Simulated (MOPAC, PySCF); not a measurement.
[Ta(=O)(OH)3], neutral singlet in the gas phase. 

Cartesian coordinates (Å):
```xyz
8

Ta     0.5040     0.0955    -0.0648
O     -1.0982    -0.2388     0.5349
O      0.3468     0.8221    -1.8417
H     -0.4476     0.9991    -2.3727
O      1.3398     1.3679     1.1150
H      0.9935     1.7914     1.9183
O      1.4976    -1.5541    -0.0938
H      1.2237    -2.4504     0.1636
```
Charge 0, multiplicity 1.

All levels are single points at this geometry (PBE-D3(BJ)/def2-SVP); Pople sets use spherical d functions. Orbital energies aren't observables, and empty levels follow the basis.

```csv
level,HOMO (eV),LUMO (eV),gap (eV),dipole (D),"vertical IE, Delta-SCF (eV)"
B3LYP-D3(BJ)/def2-TZVP in PySCF,-8.98,-0.70,8.28,0.01,–
PBE-D3(BJ)/def2-TZVP in PySCF,-7.66,-1.13,6.52,0.05,–
TPSSh-D3(BJ)/def2-TZVP in PySCF,-8.35,-0.68,7.67,0.02,–
B3LYP/6-311+G** (LANL2DZ on Ta) in PySCF,-9.21,-1.14,8.08,0.45,–
B3LYP/6-31G* (LANL2DZ on Ta) in PySCF,-8.73,-0.55,8.18,0.29,11.08
B3LYP/LANL2DZ in PySCF,-9.02,-0.96,8.06,0.87,–
BP86/6-31G* (LANL2DZ on Ta) in PySCF,-7.42,-1.22,6.20,0.33,–
M06-2X/6-31G* (LANL2DZ on Ta) in PySCF,-10.75,0.49,11.24,0.36,–
PBE/6-31G* (LANL2DZ on Ta) in PySCF,-7.29,-1.10,6.19,0.33,–
SVWN5/6-31G* (LANL2DZ on Ta) in PySCF,-7.49,-1.26,6.23,0.36,–
HF/6-31G* (LANL2DZ on Ta) in PySCF,-13.10,2.07,15.17,0.07,10.59
PM6 in MOPAC,-9.96,0.36,10.32,1.66,–
PM7 in MOPAC,-10.48,-0.01,10.47,1.92,–
```
